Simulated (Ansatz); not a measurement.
Input for Ansatz (an electronic-structure program): R-r2SCAN/def2-TZVPP on GeH4Se2 (SMILES [GeH3][Se][SeH]), a point of a torsion scan.

Ansatz 0.2 input:
```yaml
crystal:
  periodic: [false, false, false]
  atoms:
    - {symbol: Ge, position_ang: [1.02233590, -0.08128536, 0.04631064]}
    - {symbol: Se, position_ang: [-0.47385870, 1.66034677, -0.40540214]}
    - {symbol: Se, position_ang: [-2.44352645, 0.52801439, 0.15482295]}
    - {symbol: H, position_ang: [0.75747208, -1.26776449, -0.83673367]}
    - {symbol: H, position_ang: [2.39126346, 0.45579437, -0.23551134]}
    - {symbol: H, position_ang: [0.92631171, -0.52361191, 1.47807383]}
    - {symbol: H, position_ang: [-3.12194890, 1.73611963, 0.57752259]}
basis:
  gaussian:
    orbitals: def2-TZVPP
hamiltonian:
  xc: {name: r2SCAN}
scf: {lower_state_search: off}
```

The log:

```
WARN ansatz: RAYON_NUM_THREADS=1 ignored (pool sized by the plan → 1); use --threads N
Functional definition: r2SCAN
these checks for a lower state are left out or cut short: stability, starts, cluster_reference, orbital_swaps, neighbouring_geometries, increment
integrals: 0.15 GiB planned
1368 factors; their error is unknown
mean field: 0.87 GiB planned
mean field evaluation 1: about -187281.9402 eV, gradient 2.2e1 eV
mean field evaluation 2: about -187282.3117 eV, gradient 2.0e1 eV
mean field evaluation 4: about -187282.5900 eV, gradient 9.1e-1 eV
mean field evaluation 8: about -187282.5919 eV, gradient 4.4e-2 eV
mean field evaluation 16: about -187282.5242 eV, gradient 4.2e-5 eV
mean field -187282.52418352 eV, -6882.5058190900 hartree, gradient 8.4e-7 eV, S^2 0.000000; 0 other end points of the search recorded, 0 dependent functions left out
reference -187282.52419446 eV, -6882.5058194921 hartree; 52, 52 occupied and 148, 148 virtual orbitals, 1368 factors
Total energy: -187282.52419446 eV, -6882.5058194921 hartree
Checks for a lower state left out: stability, starts, cluster_reference, orbital_swaps, neighbouring_geometries, increment
```

The run converged.

Cost: about 5 core-seconds (a rough figure).
